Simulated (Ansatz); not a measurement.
Stepwise reaction of `[OH][In]([OH])[SH]` with hydrogen sulfide, as a gas-phase model of exchange steps in deposition or etching. ΔE in kJ/mol; ΔG adds harmonic PBE0-D4 terms to CCSD(T)/CBS, at 1 bar.

Calculated with Ansatz (gas phase, PBE0-D4/def2-TZVP geometries, no zero-point term in ΔE). CCSD(T)/CBS adds triple-zeta CCSD(T) − MP2 to the extrapolated MP2 energy (def2 sets, frozen cores). This one scheme is used for every species. DFT in def2-TZVPP. B3LYP here is the variant with VWN-RPA as its local correlation; programs differ in this. Elements past krypton have def2 core potentials. For In outer-core shells are correlated without core-valence functions, which leaves a few kJ/mol of doubt a bond. Each species was taken in one conformer, which may not be the lowest.

| step | reaction | PBE-D4 | B3LYP-D4 | ωB97M-V | CCSD(T)/CBS | ΔG(600 K) |
| --- | --- | --- | --- | --- | --- | --- |
| 1 | `[OH][In]([OH])[SH]` + H₂S → `[OH][In]([SH])[SH]` + H₂O | -65.4 | -63.8 | -64.3 | -65.3 | -56.8 |
| 2 | `[OH][In]([SH])[SH]` + H₂S → `[SH][In]([SH])[SH]` + H₂O | -63.9 | -62.7 | -62.9 | -64.2 | -50.2 |

**Question.** By hand: ΔE of the 2 steps together at CCSD(T)/CBS.

**Answer.** (-65.3) + (-64.2) = -129.5 kJ/mol, or -64.8 kJ/mol a step.

In ΔE the steps differ by no more than 1.1 kJ/mol. All are downhill at CCSD(T)/CBS. ΔG lies between -56.8 and -50.2 kJ/mol a step. PBE-D4 differs from CCSD(T)/CBS by -0.1 to 0.3 kJ/mol a step. Isolated molecules leave out the surface, adducts and barriers. Largest T1 diagnostic: 0.016.
